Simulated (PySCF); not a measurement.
Si(H)2(OH)(OSiH3) (H6O2Si2), SMILES [SiH3]O[SiH2]O. Atoms are numbered in the order given.

```xyz
10

Si     1.1230     0.2084    -0.5779
O      1.9770    -0.0290     0.8421
O     -0.4457    -0.3649    -0.4769
Si    -1.8654    -0.0158     0.3464
H      1.7415    -0.5292    -1.7289
H      1.1198     1.6924    -0.7718
H      2.1814    -0.9561     1.0559
H     -1.9890     1.4659     0.5879
H     -1.8921    -0.7327     1.6686
H     -3.0182    -0.4853    -0.4920
```
Charge 0, spin multiplicity 1.

Geometry: PBE-D3(BJ)/def2-SVP. One conformer was computed; it need not be the lowest.

Level of theory: PBE/pcSseg-1 in PySCF.

GIAO shieldings, no solvent; atoms listed in one row are averaged. δ = σ(ref) − σ: ²⁹Si against TMS (σ = 335.4 ppm); ¹⁷O against H2O (σ = 334.3 ppm); ¹H against TMS (σ = 31.49 ppm), references at their B3LYP-D3(BJ)/def2-TZVP geometries, non-relativistic.

Computed chemical shifts:
```json
[
 {"nucleus": "²⁹Si", "atoms": "Si1", "count": "1", "δ (ppm)": "-25.9"},
 {"nucleus": "²⁹Si", "atoms": "Si4", "count": "1", "δ (ppm)": "-34.7"},
 {"nucleus": "¹⁷O", "atoms": "O2", "count": "1", "δ (ppm)": "79.7"},
 {"nucleus": "¹⁷O", "atoms": "O3", "count": "1", "δ (ppm)": "67.8"},
 {"nucleus": "¹H", "atoms": "H8, H9, H10", "count": "3", "δ (ppm)": "5.69"},
 {"nucleus": "¹H", "atoms": "H5", "count": "1", "δ (ppm)": "5.66"},
 {"nucleus": "¹H", "atoms": "H6", "count": "1", "δ (ppm)": "5.42"},
 {"nucleus": "¹H", "atoms": "H7", "count": "1", "δ (ppm)": "2.46"}
]
```
